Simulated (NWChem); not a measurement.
PbS, singlet; SMILES [S]=[Pb]

Results from NWChem. Low-valent species are run as closed-shell singlets; no triplet was tried in these runs. def2 effective core potentials on Pb; no spin-orbit coupling. Each level has its own optimisation.

```json
[
 {"level": "BP86/def2-TZVP", "r Pb–S (Å)": "2.316", "dipole (D)": "3.86"},
 {"level": "B3LYP/def2-TZVP", "r Pb–S (Å)": "2.306", "dipole (D)": "4.10"},
 {"level": "PBE/def2-SVP", "r Pb–S (Å)": "2.341", "dipole (D)": "3.56"},
 {"level": "LDA (Slater exchange, VWN5)/def2-SVP", "r Pb–S (Å)": "2.313", "dipole (D)": "3.19"},
 {"level": "PBE0-D3(BJ)/def2-TZVP", "r Pb–S (Å)": "2.282", "dipole (D)": "4.15"}
]
```
